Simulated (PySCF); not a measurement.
Orbital picture of AsC

PBE0 at R = 1.668 Å; As cc-pVTZ-PP with ECP10, C cc-pVTZ; scalar-relativistic core potentials (PySCF 2.14). State: quartet, unpaired electrons σ ↑, π ↑↑, a mixture of terms (⟨Lz²⟩ = 2.0), a second solution, started from another occupation. Only the outer orbitals are listed, counted within each symmetry, core potentials removing the inner ones.

```json
{"spin": "α", "orbital": "5σ", "occ.": "1", "ε (eV)": "-21.22", "on As (%)": "49", "main shells (%)": "45 C s, 41 As s"}
{"spin": "α", "orbital": "6σ", "occ.": "1", "ε (eV)": "-13.99", "on As (%)": "53", "main shells (%)": "42 As s, 38 C s, 10 As p"}
{"spin": "α", "orbital": "3π", "occ.": "1", "ε (eV)": "-9.81", "on As (%)": "41", "main shells (%)": "59 C p, 39 As p"}
{"spin": "α", "orbital": "7σ", "occ.": "1", "ε (eV)": "-9.32", "on As (%)": "43", "main shells (%)": "52 C p, 30 As p, 13 As s"}
{"spin": "α", "orbital": "3π", "occ.": "1", "ε (eV)": "-8.50", "on As (%)": "45", "main shells (%)": "55 C p, 42 As p"}
{"spin": "α", "orbital": "4π", "occ.": "1", "ε (eV)": "-4.97", "on As (%)": "65", "main shells (%)": "61 As p, 35 C p"}
{"spin": "α", "orbital": "4π", "occ.": "0", "ε (eV)": "-2.15", "on As (%)": "62", "main shells (%)": "58 As p, 37 C p"}
{"spin": "β", "orbital": "5σ", "occ.": "1", "ε (eV)": "-19.17", "on As (%)": "57", "main shells (%)": "50 As s, 34 C s, 9 C p"}
{"spin": "β", "orbital": "6σ", "occ.": "1", "ε (eV)": "-11.28", "on As (%)": "68", "main shells (%)": "41 As s, 32 C s, 25 As p"}
{"spin": "β", "orbital": "3π", "occ.": "1", "ε (eV)": "-7.71", "on As (%)": "61", "main shells (%)": "59 As p, 38 C p"}
{"spin": "β", "orbital": "3π", "occ.": "0", "ε (eV)": "-4.55", "on As (%)": "66", "main shells (%)": "64 As p, 33 C p"}
{"spin": "β", "orbital": "7σ", "occ.": "0", "ε (eV)": "-3.95", "on As (%)": "28", "main shells (%)": "55 C p, 18 As p, 16 C s"}
{"spin": "β", "orbital": "4π", "occ.": "0", "ε (eV)": "-1.19", "on As (%)": "48", "main shells (%)": "52 C p, 42 As p"}
```

Which are the highest filled and the lowest empty level, where do they sit, and how wide is the gap?

Highest filled α 4π at -4.97 eV (in %: 61 As p, 35 C p); lowest empty β 3π at -4.55 eV (in %: 64 As p, 33 C p); the gap at PBE0 is 0.42 eV.

```json
{"bond order (Mayer)": "1.97", "⟨S²⟩": "3.783", "charge on As (Mulliken, basis-dependent)": "0.21", "charge on As (Löwdin, basis-dependent)": "0.25", "dipole moment (positive dipole means As(−)C(+))": "-0.67 D"}
```

Spin–orbit coupling is left out.
